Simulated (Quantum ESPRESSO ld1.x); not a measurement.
Results of a calculation; reference values are marked as such.
The aim is the selenium ion Se3+ in [Ar] 3d10 4s2 4p1. This ld1.x (Quantum ESPRESSO 7.5) run was made with `OMP_NUM_THREADS=1 ld1.x < ld1.in > ld1.out`. Can the result be used? Name any fault.

```
 &input
    zed=34.0,
    iswitch=1,
    rel=0,
    dft='PZ',
    config='[Ar] 3d10 4s2 4p1 5d-1',
    prefix='ld1',
    max_out_wfc=37,
    file_charge='ld1.rho',
 /
```

Output (excerpt):

```
     Program LD1 v.7.5 starts

     --------------------------- All-electron run ----------------------------

     atomic number is 34.00
     dft =PZ   lsd =0 sic =0 latt =0  beta=0.20 tr2=1.0E-14
     Exchange-correlation= PZ
                           (   1   1   0   0   0   0   0)
     mesh =1893 r(mesh) = 100.44793 a.u. xmin = -7.00 dx = 0.00800
     1 Ry =  13.60569312 eV

     n l     nl                  e(Ry)          e(Ha)          e(eV)
     1 0     1S 1( 2.00)      -905.3391      -452.6696    -12317.7666
     2 0     2S 1( 2.00)      -117.3217       -58.6608     -1596.2424
     2 1     2P 1( 6.00)      -105.7323       -52.8662     -1438.5613
     3 0     3S 1( 2.00)       -17.7686        -8.8843      -241.7547
     3 1     3P 1( 6.00)       -13.7802        -6.8901      -187.4896
     3 2     3D 1(10.00)        -6.6876        -3.3438       -90.9899
     4 0     4S 1( 2.00)        -3.5907        -1.7953       -48.8539
     4 1     4P 1( 1.00)        -2.6960        -1.3480       -36.6806

     final scf error:  8.9E-15 reached in  31 iterations

     Etot =   -4791.582259 Ry,   -2395.791129 Ha,  -65192.797786 eV

     Ekin =    4787.439322 Ry,    2393.719661 Ha,   65136.430253 eV
     Encl =  -11384.443994 Ry,   -5692.221997 Ha, -154893.251361 eV
     Eh   =    1970.559158 Ry,     985.279579 Ha,   26810.823186 eV
     Exc  =    -165.136744 Ry,     -82.568372 Ha,   -2246.799864 eV
```

Answer. Yes, it can be used (harmless). The line at issue: config='[Ar] 3d10 4s2 4p1 5d-1'. A negative occupation marks a state as unused; the result equals that of the sound run.
